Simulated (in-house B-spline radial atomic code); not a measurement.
Configurations of Cl III (Cl2+), with energies counted from [Ne] 3s2 3p3. Level of theory: non-relativistic PBE0, spin-polarised, spherical fractional occupations, exact exchange averaged over the configuration, point nucleus; calculated with an all-electron radial atomic-structure program (B-spline basis). Shells without spins written out take the highest spin.

Occupations are held fixed; configurations that lie above the ionisation limit could autoionise.

```tsv
configuration	E - E(ref) (eV)	highest orbital	its <r> (bohr)
[Ne] 3s1 3p3 4s1	29.888	4s up	3.499
[Ne] 3s2 3p2 4f1	31.661	4f up	5.636
[Ne] 3s1 3p3 4f1	40.039	4f up	5.595
[He] 2s2 2p5 3s2 3p3 3d1	215.16	3d up	1.798
[He] 2s2 2p5 3s2 3p3 4s1	220.3	4s up	3.405
```

(1) Order these further configurations by energy, lowest first.
A. [Ne] 3s1 3p4
B. [Ne] 3s2 3p2 4s1
C. [Ne] 3s1 3p3 4d1
D. [Ne] 3s1 3p3 3d1
E. [Ne] 3s2 3p2 3d1

Results:

(1) A (12.968 eV), E (18.41 eV), B (21.682 eV), D (25.802 eV), C (37.679 eV).
